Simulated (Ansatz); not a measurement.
What each rung costs, and what it gives

The pair of N₂ (SMILES N#N, atoms 1–2) and H₂Te (SMILES [TeH2], atoms 3–5), both closed shells, in one local arrangement (a lower one may exist), relaxed at PBE0-D4/def2-TZVP:

```
5
angstrom
N 0.3131 -0.3532 -2.1083
N 0.4171 -0.4915 -3.1838
Te -0.7477 0.4653 1.2017
H 0.7476 -0.2420 1.2390
H -0.7300 0.6214 2.8512
```

Interaction energies are counterpoise-corrected; the time is that of the whole pair.

Program: Ansatz 0.2.0. Basis: as named in each row. Cores are frozen in the correlated methods. Filled d shells of the heavier atoms are correlated. Core potentials replace the inner electrons of the atoms past krypton. The def2 sets are not built for correlating such inner shells, so the correlated values are less sure here. B3LYP uses VWN-RPA correlation. Extrapolation: Hartree–Fock as exp(−7.88 √X), correlation as X^−2.97.

Times are rough, for one single point on 2 threads of a shared host (Intel Xeon Platinum 8375C).

The estimate by CCSD(T) at an estimated basis limit (MP2 extrapolated from triple and quadruple zeta, plus CCSD(T) − MP2 in triple zeta) is -3.5 kJ/mol.

```
   method        basis  time (s)  interaction energy (kJ/mol)  method less estimate
    SPW92     def2-SVP   under 1                         -6.5                  -3.0
   PBE-D4     def2-SVP   under 1                         -5.0                  -1.5
  PBE0-D4     def2-SVP         1                         -4.5                  -1.0
revPBE-D4  def2-TZVPPD         2                         -3.6                  -0.2
  BLYP-D4  def2-TZVPPD         2                         -3.6                  -0.1
  CCSD(T)     def2-SVP         2                         -1.8                   1.7
   PBE-D4  def2-TZVPPD         2                         -4.6                  -1.1
  PBE0-D4  def2-TZVPPD         2                         -3.9                  -0.5
r2SCAN-D4  def2-TZVPPD         3                         -2.8                   0.7
 B3LYP-D4  def2-TZVPPD         3                         -3.8                  -0.3
  wB97M-V     def2-SVP         3                         -4.2                  -0.7
 HSE06-D4  def2-TZVPPD         3                         -4.0                  -0.5
   B2PLYP  def2-TZVPPD         5                         -1.6                   1.9
   B97M-V  def2-TZVPPD         6                         -4.1                  -0.6
  wB97X-V  def2-TZVPPD         7                         -3.7                  -0.2
  wB97M-V  def2-TZVPPD         8                         -3.5                   0.0
      MP2  def2-QZVPPD        11                         -4.3                  -0.9
  CCSD(T)  def2-TZVPPD        43                         -3.0                   0.5
```

T1 diagnostic: at most 0.014.
